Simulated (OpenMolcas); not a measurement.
**Cu2+: effect of the ligand basis**

Cu2+ with 6 ligands (bromide) in octahedral coordination (Oh) at 2.64 Å. A charge of +0.667 e stands 2.4 Å behind each ligand.

```json
{
 "Program": "OpenMolcas",
 "Method": "CASSCF",
 "Spin-orbit coupling": "state interaction with AMFI integrals over the reference wave functions"
}
```

Fixed: metal basis ANO-RCC-VTZP, active space 9 electrons in 5 orbitals (3d), DKH2 Hamiltonian.

States (labels of O, the rotations of Oh). Energies in cm-1 above the lowest state or level, χT in cm3 K/mol; 10Dq is the gap between the two states.

| Run | Ligand basis | Ground state | First state of that spin | 10Dq | First gap with spin-orbit (degeneracies) | χT at 300 K | Cost |
| --- | --- | --- | --- | --- | --- | --- | --- |
| A | ANO-RCC-VDZP | 2E | 2T2 2453 | 2453 | 1935 (4, 2) | 0.879 | roughly 40 core-seconds |
| B | ANO-RCC-VTZP | 2E | 2T2 2389 | 2389 | 1876 (4, 2) | 0.889 | roughly 3 core-minutes |

Against A, |10Dq| changes by -2.6 % in B.

Costs are those of the RASSCF and RASSI steps.

An orbital doublet at a regular site is open to a Jahn-Teller distortion, which this geometry leaves out. Ligand-to-metal charge-transfer states are missing. With metal d orbitals alone and no dynamic correlation the field as a rule comes out too small, by tens of per cent, by up to half for chloride and softer ligands, and the orbital part of g and χT, which goes as 1/10Dq, too large. No measured value stands beside these numbers; the geometry is a model, was not optimised and need not be the one that this ion takes.
